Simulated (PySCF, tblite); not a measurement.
Isomers of C7H8N (doublet state). All values are computed: GFN2-xTB (tblite) harmonic vibrations without scaling, gas phase. The method is semi-empirical: single wavenumbers can be off by several per cent or more. One conformer each. Open shells enter through the occupations alone, without spin polarisation, and single modes of such species can be off by tens of per cent.

Electronic energies: B3LYP/pcH-1 single points on the GFN2-xTB geometries (PySCF, gas phase).

```csv
SMILES,"electronic energy, lowest = 0 (kcal/mol)"
C#C[C@@H]1C=C[CH]N1C,46.4
C#C[C]1C=CCN1C,34.0
N#C[C@@H]1[CH]C=CCC1,0.0
```

Task: How do GFN2-xTB zero-point energies change the relative energies?

Result: 
```csv
SMILES,ZPE (kcal/mol),of it from modes above 1550 cm⁻¹,electronic (kcal/mol),"with ZPE, lowest = 0 (kcal/mol)",lowest mode (cm⁻¹),rings
N#C[C@@H]1[CH]C=CCC1,80.6,37.7,0.0,0.0,84,1
C#C[C]1C=CCN1C,78.4,37.7,34.0,31.8,88,1
C#C[C@@H]1C=C[CH]N1C,78.3,38.3,46.4,44.1,78,1
```

The zero-point energies span 2.3 kcal/mol, from `C#C[C@@H]1C=C[CH]N1C` to `N#C[C@@H]1[CH]C=CCC1`. The order is unchanged.

Task: And how do the electronic energies of GFN2-xTB itself compare?

Result: `N#C[C@@H]1[CH]C=CCC1` 0.0; `C#C[C]1C=CCN1C` 9.1; `C#C[C@@H]1C=C[CH]N1C` 19.4 kcal/mol, lowest = 0. Against the energies above, taken from the same isomer `N#C[C@@H]1[CH]C=CCC1`, the largest difference is 27.0 kcal/mol.

Task: What do entropy and thermal enthalpy add at 298.15 K and 1 bar (rigid rotor, harmonic oscillator, one conformer each)?

Result: 
```tsv
SMILES	point group	symmetry number	S (cal/(mol K))	H − H(0) (kcal/mol)	ZPE + H − H(0) − TS (kcal/mol)
N#C[C@@H]1[CH]C=CCC1	C1	1	85.4	5.21	60.3
C#C[C]1C=CCN1C	C1	1	90.7	5.96	57.3
C#C[C@@H]1C=C[CH]N1C	C1	1	90.7	5.93	57.1
```

S holds R ln(2S + 1) for the spin.
